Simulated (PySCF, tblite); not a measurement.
Isomers of C5H13FSSi. Computed values, GFN2-xTB/tblite, gas phase, harmonic and unscaled. Errors from tens to a few hundred cm⁻¹ against measured bands are possible. Modes of hydrogen on silicon can be 10 to 20 % off. One conformer each.

Electronic energies: PBE0/pcSseg-1 single points on the GFN2-xTB geometries (PySCF, gas phase).

```
              SMILES  electronic energy, lowest = 0 (kJ/mol)
   CCS[Si@H](F)C(C)C                                     5.5
CS[Si@@H](F)C(C)(C)C                                     0.0
     CSC[Si](C)(C)CF                                   208.5
C[C@@H](F)SCCC[SiH3]                                   280.5
```

How do GFN2-xTB zero-point energies change the relative energies?

| SMILES | ZPE (kJ/mol) | of it from modes above 1550 cm⁻¹ | electronic (kJ/mol) | with ZPE, lowest = 0 (kJ/mol) | lowest mode (cm⁻¹) | rings |
| --- | --- | --- | --- | --- | --- | --- |
| CS[Si@@H](F)C(C)(C)C | 448.1 | 231.4 | 0.0 | 0.0 | 33 | 0 |
| CCS[Si@H](F)C(C)C | 449.9 | 230.5 | 5.5 | 7.3 | 18i | 0 |
| CSC[Si](C)(C)CF | 440.4 | 234.6 | 208.5 | 200.7 | 37 | 0 |
| C[C@@H](F)SCCC[SiH3] | 432.6 | 219.4 | 280.5 | 265.0 | 21 | 0 |

The zero-point energies span 17.3 kJ/mol, from `C[C@@H](F)SCCC[SiH3]` to `CCS[Si@H](F)C(C)C`. Slightly imaginary modes are left out of the zero-point energy: `CCS[Si@H](F)C(C)C` 17.9i cm⁻¹. The order is unchanged.

And how do the electronic energies of GFN2-xTB itself compare?

`CS[Si@@H](F)C(C)(C)C` 0.0; `CCS[Si@H](F)C(C)C` 3.5; `CSC[Si](C)(C)CF` 322.5; `C[C@@H](F)SCCC[SiH3]` 239.4 kJ/mol, lowest = 0. Against the energies above, taken from the same isomer `CS[Si@@H](F)C(C)(C)C`, the largest difference is 114.0 kJ/mol.
